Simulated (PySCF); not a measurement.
**C₆ coefficients of unlike pairs at UHF**

Calculated with PySCF 2.14 from the dipole response of each species, C₆(A,B) = (3/π) ∫ α_A(iu) α_B(iu) du, in atomic units, from isotropic polarisabilities. For ions this is the dispersion term alone; charge-induced terms of lower order in 1/R come first.

| species | configuration | basis | relativity | α (bohr³) | C₆ (like pair) |
| --- | --- | --- | --- | --- | --- |
| Zr³⁺ | [Kr] 4d1 (2D) | aug-cc-pVTZ-PP with one added diffuse shell each of s, p, d, f, g type with ECP28MDF (7s7p6d4f3g) | core potential | 5.464 | 22.28 |
| Ar | [Ar] (1S) | dyall-av2z (13s9p2d) | none | 9.358 | 54.44 |
| Cs | [Xe] 6s1 (2S) | x2c-TZVPPall with one added diffuse shell each of s, p, d type (12s8p7d2f1g) | spin-free X2C | 665.2 | 14160 |
| Re⁺ | [Xe] 4f14 5d5 6s1 (7S) | def2-TZVPPD with the def2 core potential (60 electrons) (6s5p3d2f1g) | core potential | 36.22 | 300.1 |

Question: Estimate C₆ for Re⁺ with Ar.

Answer: The integral gives 119.5. The combination rule 2 C_A C_B / (C_A α_B/α_A + C_B α_A/α_B) gives 113.4 and the geometric mean 127.8.

No spin-orbit coupling is included.

The other pairs:

```
     pair     C₆
   Cs, Ar  436.2
 Cs, Zr³⁺  259.0
Re⁺, Zr³⁺  73.74
 Ar, Zr³⁺  34.50
  Re⁺, Cs   1433
```
